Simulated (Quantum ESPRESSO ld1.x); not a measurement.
The numbers below are computed, except where a source is named.
The osmium ion Os2+, 74 electrons, occupied as [Xe] 4f14 5d5 6p1 (not the ground configuration). Code: ld1.x of Quantum ESPRESSO 7.5. Model: scalar-relativistic Kohn-Sham, LDA (Slater exchange, Perdew-Zunger correlation), spin-unpolarised, spherical densities, point nucleus. Some entries of the table are withheld. Estimate them.

orbital,occ.,eigenvalue (eV),r(max) (bohr)
1s,2,(1),0.011
2s,2,-12879.946,0.064
2p,6,(2),0.052
3s,2,-3013.971,(3)
3p,6,-2527.184,0.177
3d,10,-1982.664,0.144
4s,2,-652.914,(4)
4p,6,(5),0.424
4d,10,-294.954,0.434
5s,2,-113.862,0.913
4f,14,-74.502,0.404
5p,6,(6),1.03
5d,5,-26.844,1.33
6s,0,-23.380,2.27
6p,1,-15.699,2.82
5f,0,-5.107,4.63

Answer. 
(1) 1s eigenvalue (eV): -73842.154
(2) 2p eigenvalue (eV): -11221.697
(3) 3s r(max) (bohr): 0.179
(4) 4s r(max) (bohr): 0.404
(5) 4p eigenvalue (eV): -493.201
(6) 5p eigenvalue (eV): -72.857
